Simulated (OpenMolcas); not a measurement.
An OpenMolcas run meant for Pr2+ (ANO-RCC-VDZP, DKH2; inactive shells 1s 2s 2p 3s 3p 3d 4s 4p 4d 5s 5p; intended active space 3 electrons in 7 orbitals (4f)). One step of its input:

```
&CASPT2
Multistate=35 1 2 3 4 5 6 7 8 9 10 11 12 13 14 15 16 17 18 19 20 21 22
23 24 25 26 27 28 29 30 31 32 33 34 35
Frozen=14 9
IPEA=0.25
Shift=3.0
MaxIter=60
WThr=0.0 0.3 0.05
PrWF=0.5
NoMix
```

The run finished. Its levels beside those of a sound run (SS-CASPT2, IPEA 0.25 Eh, imaginary shift 0.1 Eh (closed shells correlated: 5s 5p)), in cm-1 above each run's lowest level:

```csv
Level,This run,Usual run
4f3 4I* 9/2,0.0,0.0
4f3 4I* 11/2,1481,1501
4f3 4I* 13/2,3088,3117
4f3 4I* 15/2,4786,4809
4f3 2H* 9/2(1),11778,10638
4f3 4F* 3/2,11956,11276
4f3 4F* 5/2,12757,12087
4f3 4S* 3/2,13450,12748
4f3 4F* 7/2,13504,12794
4f3 2H* 11/2(1),14209,13033
4f3 4F* 9/2,14335,13581
4f3 2G* 7/2,16509,15428
4f3 2G* 9/2 [70 %],18631,17585
4f3 2K* 13/2,18722,17766
```

Which setting is unsound, and how much does it matter here?

The level shift is far above the usual 0.1 to 0.3 hartree and damps the second-order energy. Against the sound run the excited levels shown move by 690 cm-1 on average and by 1200 cm-1 at most.

Term energies are means over components that CASPT2 splits; among the terms shown or strongly mixed into the levels shown the widest spread is 670 cm-1 (4f3 4I*, the sound run). High states are left out of the spin-orbit mixing, which shifts the levels that they would mix with. Some levels mix across a computed gap that differs much from the measured one, so their mixing is not that of the real levels. Some terms miss by over 15 % even with CASPT2, which points to a basis or an active space too small for the shells correlated. Only configurations of the active space appear.

A share in square brackets marks a mixed level and gives the weight of the term that names it, the lowest over the columns. A number in round brackets counts repeated terms of one configuration in the order of the reference energies. * marks odd parity.
